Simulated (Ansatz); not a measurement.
Frontier orbitals of C₇H₇F, SMILES `Cc1ccccc1F`.

```csv
atom,x (Å),y (Å),z (Å)
C1,-1.6037,-1.4929,0.3011
C2,-0.5333,-0.4656,0.1196
C3,-0.5007,0.7227,0.8410
C4,0.5043,1.6605,0.6536
C5,1.5083,1.4229,-0.2715
C6,1.5049,0.2472,-1.0074
C7,0.4911,-0.6632,-0.7959
F8,0.4909,-1.8007,-1.5104
H9,-2.1454,-1.6694,-0.6316
H10,-2.3193,-1.1729,1.0588
H11,-1.1827,-2.4534,0.6086
H12,-1.2857,0.9112,1.5660
H13,0.5016,2.5770,1.2314
H14,2.2971,2.1498,-0.4244
H15,2.2726,0.0269,-1.7389
```

Charge 0, multiplicity 1. Geometry: relaxed with PBE0-D4/def2-TZVP. Basis def2-TZVPP, Ansatz.

Orbital energies of one run (eV). Highest occupied ones, from the top: -5.95, -6.34, -8.13, -8.67, -8.72, -9.39, -9.69, -10.10, -10.21, -10.70, -11.36, -11.85, -12.12, -13.29. Empty: -1.21, -0.98, 0.74, 0.82, 1.58, 2.14.

(1) Which functional gave them?
A. LC-ωPBE
B. PBE
C. ωB97X-V
D. BHLYP

## Answers

(1) B. HOMO energies: PBE -5.95, LC-ωPBE -9.49, BHLYP -7.86, ωB97X-V -9.15 eV.

LC-ωPBE has ω = 0.4 bohr⁻¹.
